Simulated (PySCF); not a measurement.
# Computed structure and properties of [Yb(NH3)4]3+

System: [Yb(NH3)4]3+ (singlet in the valence; each metal's 4f electrons, 13 of them, lie in its core potential, out of spins and levels); start: displaced along the imaginary mode (C2). Method: PySCF 2.14.0, RKS B3LYP, Yb lcecp-1-SVP with ECP59, N def2-SVP, H def2-SVP; non-relativistic Hamiltonian with scalar-relativistic core potentials where named; density fitting; no spin-orbit coupling.

Input of the relaxation:

```python
mol = gto.M(atom='''
Yb     0.00000    -0.00000     0.00183
N      1.37788     1.38877     1.37442
H      1.08643     1.43999     2.39729
H      2.40053     1.09766     1.41951
H      1.41978     2.40919     1.07518
N     -1.37788    -1.38877     1.37442
H     -1.08643    -1.43999     2.39729
H     -2.40053    -1.09766     1.41951
H     -1.41978    -2.40919     1.07518
N      1.38188    -1.37462    -1.38325
H      1.98987    -2.04844    -0.87946
H      0.87638    -1.97964    -2.05848
H      2.05367    -0.86518    -1.98884
N     -1.38188     1.37462    -1.38325
H     -1.98987     2.04844    -0.87946
H     -0.87638     1.97964    -2.05848
H     -2.05367     0.86518    -1.98884''',
    basis={'Yb': 'lcecp-1-SVP', 'N': 'def2-SVP', 'H': 'def2-SVP'},
    ecp={'Yb': 'lcecp-1-SVP'},
    charge=3, spin=0)
mf = dft.RKS(mol, xc='B3LYP')
mf.grids.atom_grid = (50, 194)  # f atoms: unpruned, at least (60, 302)
mf = mf.density_fit()  # fitting sets: Yb AutoAux, N def2-universal-JKFIT, H def2-universal-JKFIT
mf.conv_tol = 1e-08; mf.max_cycle = 55
mf.kernel(dm0)  # dm0: converged density of the start geometry
# quasi-Newton relaxation in Cartesian coordinates to a largest gradient under 0.00045 Eh/bohr, steps kept in the point group
```

Run from Python with OMP_NUM_THREADS=4; the lines above give its settings. Where DIIS fails, smearing, a level shift and second-order steps follow.
It took 15 s on 4 threads of AMD EPYC 9R45 96-Core Processor (Zen 5) (shared host), from the converged density of the start.

Course of the relaxation:

| step | energy above end (eV) | largest force component within the symmetry (eV/Å) |
| --- | --- | --- |
| 0 | 0.0929 | 0.980 |
| 1 | 0.0002 | 0.022 |
| 2 | 0.0000 | 0.020 |
| 3 | 0.0000 | 0.015 |

Relaxed geometry (C2):

```xyz
17

Yb    0.0000    0.0000    0.0023
N     1.3788    1.3903    1.3748
H     1.1027    1.4503    2.3725
H     2.3771    1.1150    1.4287
H     1.4299    2.3863    1.0908
N    -1.3788   -1.3903    1.3748
H    -1.1027   -1.4503    2.3725
H    -2.3771   -1.1150    1.4287
H    -1.4299   -2.3863    1.0908
N     1.3821   -1.3740   -1.3833
H     1.9876   -2.0495   -0.8810
H     0.8777   -1.9763   -2.0602
H     2.0554   -0.8654   -1.9862
N    -1.3821    1.3740   -1.3833
H    -1.9876    2.0495   -0.8810
H    -0.8777    1.9763   -2.0602
H    -2.0554    0.8654   -1.9862
```

```csv
contact,Å
Yb1–N2 (NH3),2.391
Yb1–N6 (NH3),2.391
Yb1–N10 (NH3),2.391
Yb1–N14 (NH3),2.391
```

On the finer grid (75, 302):

```yaml
HOMO: -23.45 eV
LUMO: -14.67 eV
Dipole_about_the_centre_of_mass: 0.03 D
Set_of_Mulliken_populations_of_Yb1_outside_the_core_potential: s 2.37, p 6.29, d 0.83, f 0.02
D3_BJ_dispersion_energy_not_in_the_energies: -0.544 eV
```

| atom | Mulliken (e) | Löwdin (e) | spin (e) |
| --- | --- | --- | --- |
| Yb1 | 1.49 | 1.11 | 0.00 |
| N2 | -0.34 | -0.01 | 0.00 |
| H3 | 0.24 | 0.16 | 0.00 |
| H4 | 0.24 | 0.16 | 0.00 |
| H5 | 0.24 | 0.16 | 0.00 |
| N6 | -0.34 | -0.01 | 0.00 |
| H7 | 0.24 | 0.16 | 0.00 |
| H8 | 0.24 | 0.16 | 0.00 |
| H9 | 0.24 | 0.16 | 0.00 |
| N10 | -0.33 | -0.01 | 0.00 |
| H11 | 0.24 | 0.16 | 0.00 |
| H12 | 0.24 | 0.16 | 0.00 |
| H13 | 0.24 | 0.16 | 0.00 |
| N14 | -0.33 | -0.01 | 0.00 |
| H15 | 0.24 | 0.16 | 0.00 |
| H16 | 0.24 | 0.16 | 0.00 |
| H17 | 0.24 | 0.16 | 0.00 |

The 4f levels lie in the core potential and are missing. Their spin isn't counted.

On the grid (50, 194), as all that follows. Harmonic modes: 2 unstable but soft, so probably a saddle point, though modes this soft are near the noise (counted below −25 cm⁻¹); lowest -62 cm⁻¹ (negative: unstable), highest 3396 cm⁻¹, zero-point energy 4.095 eV.

Taking off one NH3 (charge 0, singlet; the rest: singlet) in vacuum, both parts rigid, costs 3.71 eV; the small basis without counterpoise inflates it. Parting with an electron moved from the ligand to the metal can be far cheaper, even downhill.

Rigid scan of NH3 along the line from its metal:

distance to N2 (Å), energy (eV) and a bar:
```
     2.09      0.477 ##############################
     2.19      0.183 ############
     2.29      0.039 ##
     2.39      0.000 
     2.49      0.032 ##
     2.59      0.111 #######
     2.79      0.351 ######################
```

One start shape was tried, so this needn't be the lowest isomer.

An lcecp potential fixes the number of 4f electrons, so in runs with it no electron can move into or out of that shell.
